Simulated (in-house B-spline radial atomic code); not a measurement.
# Binding energies in the iridium ion Ir¹¹⁺

NIST's tabulated ground configuration is [Kr] 4d10 4f14 5s2 5p4; each binding energy is the energy of the ion with one electron taken from that subshell, relaxed, less that of the parent. Method: Dirac-Hartree-Fock, average of configuration, Fermi nucleus of rms radius 5.4032 fm. Calculated with a B-spline radial code for spherical atoms. Energies include first-order Breit, QED and recoil terms.

```json
{"subshell": "1s", "X-ray name": "K", "binding energy (eV)": "76323.8", "-ε (eV)": "76807.5", "relaxation (eV)": "84.5"}
{"subshell": "2s", "X-ray name": "L1", "binding energy (eV)": "13641.1", "-ε (eV)": "13739.7", "relaxation (eV)": "48.4"}
{"subshell": "3s", "X-ray name": "M1", "binding energy (eV)": "3391.3", "-ε (eV)": "3426.6", "relaxation (eV)": "25.0"}
{"subshell": "3d3/2", "X-ray name": "M4", "binding energy (eV)": "2329.1", "-ε (eV)": "2359.9", "relaxation (eV)": "27.1"}
{"subshell": "3d5/2", "X-ray name": "M5", "binding energy (eV)": "2253.4", "-ε (eV)": "2282.3", "relaxation (eV)": "26.4"}
{"subshell": "4s", "X-ray name": "N1", "binding energy (eV)": "906", "-ε (eV)": "916.2", "relaxation (eV)": "7.8"}
{"subshell": "4d3/2", "X-ray name": "N4", "binding energy (eV)": "522.7", "-ε (eV)": "529.7", "relaxation (eV)": "6.5"}
{"subshell": "4d5/2", "X-ray name": "N5", "binding energy (eV)": "507", "-ε (eV)": "513.4", "relaxation (eV)": "6.2"}
{"subshell": "5s", "X-ray name": "O1", "binding energy (eV)": "289.8", "-ε (eV)": "291.0", "relaxation (eV)": "0.7"}
{"subshell": "4f5/2", "X-ray name": "N6", "binding energy (eV)": "269", "-ε (eV)": "274.7", "relaxation (eV)": "5.8"}
{"subshell": "4f7/2", "X-ray name": "N7", "binding energy (eV)": "266", "-ε (eV)": "271.4", "relaxation (eV)": "5.6"}
{"subshell": "5p", "X-ray name": "O2,3", "binding energy (eV)": "239.4", "-ε (eV)": "240.3", "relaxation (eV)": "0.6"}
```

Relaxation = -ε minus the binding energy without Breit, QED and recoil terms.

Emission lines follow as differences of binding energies, with λ = 12398.42 eV·Å / E:

| line | holes | energy (eV) | wavelength (Å) |
| --- | --- | --- | --- |
| M5-N7 | 3d5/2 → 4f7/2 | 1987.4 | 6.2385 |
| M4-N6 | 3d3/2 → 4f5/2 | 2060.1 | 6.0184 |

Q: What does it cost to remove both a 4d5/2 and a 5s electron?

A: 824.35 eV, which is 27.61 eV more than the two single binding energies together.

Q: What does it cost to remove two 4f5/2 electrons?

A: 574.39 eV, which is 36.3 eV more than the two single binding energies together.

Q: What does it cost to remove two 1s electrons?

A: 154140 eV, which is 1494 eV more than the two single binding energies together.
